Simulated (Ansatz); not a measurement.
Geometry optimisation, Ansatz 0.2.0, RKS PBE0/6-31G*.

Input:

```yaml
crystal:
  periodic: [false, false, false]
  atoms:
    - { symbol: Al, position_ang: [-1.480757, -0.279617, 0.053779] }
    - { symbol: O, position_ang: [1.477763, -0.817382, 1.008816] }
    - { symbol: H, position_ang: [-2.046756, -1.675546, -0.433025] }
    - { symbol: H, position_ang: [-2.032187, 0.664263, 1.194449] }
    - { symbol: H, position_ang: [1.436877, -0.016323, 0.45572] }
    - { symbol: O, position_ang: [-0.191081, 0.310706, -1.103301] }
    - { symbol: O, position_ang: [0.4831, 1.380419, -0.397995] }
    - { symbol: H, position_ang: [1.650839, -1.520694, 0.368145] }
    - { symbol: H, position_ang: [0.702102, 1.954273, -1.146587] }
basis:
  gaussian: { orbitals: "6-31G*" }
hamiltonian:
  xc: pbe0
relax:
  f_tol: 0.03
  max_steps: 50
```

Launched with:

```bash
$ ansatz run input.yaml --threads 2 --pin off --max-ram 3072MiB --backend cpu --events-out ev --progress --plain --runs-dir out
```

Problem. Where does it end, and by what steps?

Solution. The run converged. After 18 steps the energy has fallen by 0.875 eV; O2 moved furthest, 0.71 Å. Joined: Al1–O2 (3.16 → 1.99 Å).

| step | energy less start (eV) | largest force component (eV/Å) | accepted |
| --- | --- | --- | --- |
| 0 | 0.0000 | 1.192 | yes |
| 1 | -0.1316 | 1.456 | yes |
| 2 | -0.3967 | 1.238 | yes |
| 3 | -0.7240 | 0.727 | yes |
| 4 | -0.8100 | 1.048 | yes |
| 5 | -0.8567 | 0.222 | yes |
| 6 | -0.8615 | 0.145 | yes |
| 7 | -0.8632 | 0.078 | yes |
| 8 | -0.8638 | 0.056 | yes |
| 9 | -0.8652 | 0.109 | yes |
| 10 | -0.8503 | 1.086 | no |
| 11 | -0.8686 | 0.073 | yes |
| 12 | -0.8683 | 0.546 | no |
| 13 | -0.8711 | 0.065 | yes |
| 14 | -0.8725 | 0.158 | yes |
| 15 | -0.8744 | 0.041 | yes |
| 16 | -0.8747 | 0.062 | yes |
| 17 | -0.8749 | 0.033 | yes |
| 18 | -0.8750 | 0.013 | yes |

```xyz
9
Properties=species:S:1:pos:R:3
Al -1.065 -0.395 0.201
O 0.792 -0.709 0.855
H -1.536 -1.811 -0.365
H -1.761 0.362 1.413
H 1.176 0.119 0.453
O -0.413 0.614 -1.150
O 0.586 1.458 -0.505
H 1.194 -1.456 0.386
H 1.026 1.819 -1.288
```

Time of the run: 22 s on 2 threads of Intel(R) Xeon(R) Platinum 8488C (Sapphire Rapids), on a shared host, peak memory 0.18 GiB.
